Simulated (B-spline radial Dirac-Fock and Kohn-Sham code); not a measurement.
# Dipole and non-dipole photoemission parameters of Cu²⁺ 3d3/2

System: the Cu²⁺ ion, 1s2 2s2 2p6 3s2 3p6 3d9; threshold 36.77 eV (orbital energy of the model). Method: Dirac-Hartree-Slater photoionisation with a Latter tail; cross sections with all multipoles, angular parameters from the dipole term and its interference with E2. Computed with a radial finite-basis atomic code.

Input of the calculation (task.json; shells as n, l, electrons):

```json
{"items": [{
  "Z": 29,
  "q": 2,
  "cfg": [[1, 0, 2], [2, 0, 2], [2, 1, 6], [3, 0, 2], [3, 1, 6], [3, 2, 9]],
  "A": 63,
  "rrms": 3.8823,
  "do": "xps",
  "hv": [60, 77.4, 99.6, 181.0, 210.0, 240.0, 291.0, 326.0, 347.0, 400, 411.0, 453.0, 518.0, 932.0, 1110.0, 1486.9, 1750.0, 2770.0, 2984.4, 4780.0, 6000, 8047.8, 8070.0, 9251.7, 9430.0, 9600.0, 10100.0, 11100.0, 12000, 12400.0]
}]}
```

Command: `python xray2_run.py task.json out`

| hν (eV) | σ (kb) | β | γ | δ |
| --- | --- | --- | --- | --- |
| 60 | 3710 | 0.214 | -0.002 | 0.012 |
| 77.4 | 3480 | 0.399 | 0.002 | 0.014 |
| 99.6 | 2980 | 0.592 | 0.008 | 0.015 |
| 181 | 1280 | 0.972 | 0.035 | 0.022 |
| 210 | 956 | 1.041 | 0.047 | 0.024 |
| 240 | 722 | 1.094 | 0.062 | 0.026 |
| 291 | 464 | 1.155 | 0.087 | 0.029 |
| 326 | 350 | 1.181 | 0.105 | 0.031 |
| 347 | 298 | 1.194 | 0.116 | 0.032 |
| 400 | 204 | 1.214 | 0.145 | 0.035 |
| 411 | 190 | 1.216 | 0.151 | 0.036 |
| 453 | 145 | 1.223 | 0.174 | 0.038 |
| 518 | 98.6 | 1.224 | 0.210 | 0.042 |
| 932 | ? | ? | ? | ? |
| 1110 | 8.81 | 1.082 | 0.470 | 0.075 |
| 1486.9 | 3.19 | 0.979 | 0.576 | 0.098 |
| 1750 | 1.78 | 0.917 | 0.632 | 0.113 |
| 2770 | 0.323 | 0.741 | 0.783 | 0.173 |
| 2984.4 | 0.242 | 0.714 | 0.807 | 0.185 |
| 4780 | 0.0374 | 0.552 | 0.944 | 0.281 |
| 6000 | 0.0147 | 0.479 | 0.998 | 0.340 |
| 8047.8 | 0.00425 | 0.392 | 1.043 | 0.431 |
| 8070 | 0.00420 | 0.391 | 1.044 | 0.432 |
| 9251.7 | 0.00234 | 0.355 | 1.054 | 0.480 |
| 9430 | 0.00215 | 0.350 | 1.055 | 0.486 |
| 9600 | 0.00200 | 0.345 | 1.056 | 0.493 |
| 10100 | 0.00160 | 0.333 | 1.058 | 0.512 |
| 11100 | 0.00106 | 0.311 | 1.060 | 0.549 |
| 12000 | 0.000758 | 0.294 | 1.062 | 0.581 |
| 12400 | 0.000657 | 0.287 | 1.062 | 0.595 |

Question: Give the values at 932 eV.

Answer: σ = 15.8 kb, β = 1.134, γ = 0.406, δ = 0.065.
